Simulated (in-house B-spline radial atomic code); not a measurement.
RPA and G0W0 for the aluminium ion Al⁶⁺, [He] 2s2 2p3, highest spin, as one setting changes: the share of exact exchange in the PBE hybrid start. A dash marks a level of low quasi-particle weight. Computed with an all-electron radial atomic-structure program (B-spline basis): all electrons, non-relativistic, point nucleus, each spin shell either full or empty, empty states to l = 9 with an (l + 1/2)⁻⁴ tail; G0W0 by contour deformation at full frequency.

| share of exact exchange in the PBE hybrid start | mean-field level (eV) | G0W0 level (eV) | RPA correlation (Eh) |
| --- | --- | --- | --- |
| 0 | -221.55 | 2p up -241.57 | -0.38692 |
| 0.1 | -223.83 | 2p up -241.72 | -0.38029 |
| 0.2 | -226.11 | 2p up -241.85 | -0.37422 |
| 0.3 | -228.39 | 2p up -241.96 | -0.3686 |
| 0.4 | ? | ? | ? |
| 0.5 | -232.95 | 2p up -242.15 | -0.35846 |
| 0.6 | -235.23 | 2p up -242.23 | -0.35383 |
| 0.7 | ? | ? | ? |
| 0.8 | -239.80 | 2p up -242.37 | -0.34527 |
| 0.9 | -242.08 | 2p up -242.42 | -0.3413 |
| 1 | -244.37 | 2p up -242.48 | -0.33749 |

**Question.** What belongs in the row for 0.4?

**Answer.** mean-field level (eV): -230.67; G0W0 level (eV): 2p up -242.06; RPA correlation (Eh): -0.36337.

**Question.** What belongs in the row for 0.7?

**Answer.** mean-field level (eV): -237.51; G0W0 level (eV): 2p up -242.30; RPA correlation (Eh): -0.34944.

**Question.** At what share of exact exchange does G0W0 leave the highest level unchanged?

**Answer.** Near 0.92, where the shift changes sign (-0.343 eV at 0.9, +1.891 eV at 1).
